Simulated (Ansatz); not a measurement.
`[F][GeH]([Cl])[I]` → `FI` + `[Cl][GeH]` at 700 K and 1 bar (germylene formation by 1,1-elimination).

Computed with Ansatz on PBE0-D4/def2-TZVP structures; ΔE is electronic, products minus reactants. CBS: MP2 limit from def2 TZ/QZ plus the TZ coupled-cluster correction, frozen cores. Elements past krypton have def2 core potentials. For Ge, I outer-core shells are correlated without core-valence functions, which leaves a few kJ/mol of doubt a bond. Scalar relativity is left out up to krypton.

```
            species  CCSD(T)/CBS energy (Eh)  H − E (kJ/mol)  S (J/(mol·K))
`[F][GeH]([Cl])[I]`              -2933.83800            87.0          423.8
               `FI`               -397.18768            27.0          265.7
        `[Cl][GeH]`              -2536.49422            48.2          304.3
```

H − E and S are ideal-gas, rigid-rotor, harmonic terms from PBE0-D4/def2-TZVP, for one conformer and one mirror image of each species. 1 Eh = 2625.50 kJ/mol, R = 8.31446 J/(mol·K).

By hand: ΔE, ΔH, ΔS and ΔG.

ΔE = (-397.18768) + (-2536.49422) − (-2933.83800) = 0.15610 Eh = 409.8 kJ/mol. Δ(H − E) = 27.0 + 48.2 − 87.0 = -11.8, so ΔH = 398.0 kJ/mol. ΔS = 265.7 + 304.3 − 423.8 = 146.2 J/(mol·K). ΔG = 398.0 − 700 × (146.2)/1000 = 295.7 kJ/mol.

By hand: the equilibrium constant, and the temperature at which ΔG would vanish if ΔH and ΔS stayed fixed.

log₁₀ K = −ΔG/(RT ln 10) = -22.1. ΔG = 0 at ΔH/ΔS = 2722 K, far beyond where these terms or the molecules hold.

The number of gas molecules changes by +1, which sets the sign of ΔS. A doubt of 5 kJ/mol in ΔE shifts log₁₀ K by 0.4 here. Other conformers and mirror images would add mixing entropy, several J/(mol·K) or more a flexible species. These are equilibria of isolated gas molecules and say nothing of rates. Largest T1 diagnostic: 0.013 (customary marks: 0.02 for closed shells, 0.045 for open ones).
